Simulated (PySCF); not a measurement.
Electron correlation in F(2+) (fluorine, charge +2)

[He] 2s2 2p3, high-spin 4S determinant. All numbers are calculated (PySCF 2.14, no relativity, point nucleus, in def2-TZVP (5s3p2d1f, 31 functions)). Frozen: 1s2; 5 electrons correlated.

MP2 pair energies summed by pair of shells (mhartree):

```json
{"pair": "2s-2p", "energy": "-64.60", "share (%)": "66.6"}
{"pair": "2p-2p", "energy": "-23.02", "share (%)": "23.7"}
{"pair": "2s-2s", "energy": "-9.43", "share (%)": "9.7"}
```

Total MP2 correlation energy: -97.06 mhartree.

Same-spin part -27.96 and opposite-spin part -69.10 mhartree; SCS-MP2 scales them by 1/3 and 6/5 to -92.23 mhartree.

```
  level  correlation energy (mhartree)
   CCSD                        -111.34
    (T)                          -1.13
CCSD(T)                        -112.47
```

Diagnostics: T1 = 0.0028, D1 = 0.0061, largest double amplitude 0.032.

Cost of the coupled-cluster step: 0.42 s of wall time on 1 thread of Neoverse-N1 (shared host), for 5 correlated electrons.
